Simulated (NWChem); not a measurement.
Correlation energy of Te (+1)

SMILES: [Te+]
```xyz
1

Te     0.0000     0.0000     0.0000
```
Charge +1, spin multiplicity 4.

Everything below was run with NWChem.

Basis set: def2-TZVP. Each correlation energy counts from its own Hartree-Fock reference.

Effective core potentials replace the inner electrons of Te; spin-orbit coupling is left out. The correlated methods keep 4 core orbitals frozen. No SCF solution was tested for a lower state. Open-shell Hartree-Fock references start from PBE0 orbitals. Coupled-cluster values serve here as a point of comparison, not as the truth.

### Question
For the correlation energy, UMP2 gives -386.5 mHa and SCS-UMP2 gives -334.4 mHa. What do CCSD on UHF, CCSD[T] on UHF, CCSD(T) on UHF give?

### Answer
CCSD on UHF: -366.4 mHa; CCSD[T] on UHF: -371.8 mHa; CCSD(T) on UHF: -371.7 mHa.
